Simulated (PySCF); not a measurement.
Level of theory: PBE-D3(BJ)/def2-TZVP // PBE-D3(BJ)/def2-SVP (PySCF). Gas-phase values, no solvent. 

Reference species: [Zn(F)(CH3)] (neutral, multiplicity 1).

```
Quantity                Value
-------------------  --------
LUMO                 -1.39 eV
coordination number         2
```

Changed species: [Zn(F)2] (0 of 2 F replaced by CH3; the reference has 1 of 2 F replaced by CH3).

### Question
What does the change do to the LUMO and coordination number?

### Answer
the LUMO decreases by 1.61 eV, to -3.00 eV; the coordination number hardly moves.
